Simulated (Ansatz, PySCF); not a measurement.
System: AlO, net charge 0, doublet state. 
Geometry from a B3LYP-D3(BJ)/def2-TZVP (Ansatz, a first-principles code) optimisation:
SMILES: [O]=[Al]
```xyz
2

Al     0.0000     0.0000    -0.6200
O      0.0000     0.0000     1.0074
```
Charge 0, spin multiplicity 2.

Total electronic energies in hartree. Correlated levels leave the core frozen unless marked. UHF or UKS for open shells. No spin-orbit coupling. Non-relativistic. 

The Hartree-Fock reference is unstable (checked in the largest basis), which strains HF and MP2. The T1 diagnostic of CCSD in the largest basis is 0.105, which is high, so the coupled-cluster rows are less sure than usual.

```csv
level,program,energy (Eh)
HF-D4/def2-TZVPD,PySCF + dftd4,___
RI-HF/def2-QZVPPD,Ansatz,___
MN15/def2-TZVPD,PySCF,-317.48144
CAM-B3LYP-D4/def2-TZVPD,Ansatz + dftd4,___
wB97M-V/def2-TZVPD,Ansatz,-317.61651
CCSD/6-31G*,Ansatz,-316.95430
CCSD/cc-pV(T+d)Z,Ansatz,-317.07149
CCSDT(Q)/cc-pV(D+d)Z,Ansatz,-316.99577
```

Problem. What belongs in the gaps?

Solution. 
- HF-D4/def2-TZVPD, energy (Eh): -316.78216
- RI-HF/def2-QZVPPD, energy (Eh): -316.80096
- CAM-B3LYP-D4/def2-TZVPD, energy (Eh): -317.63278
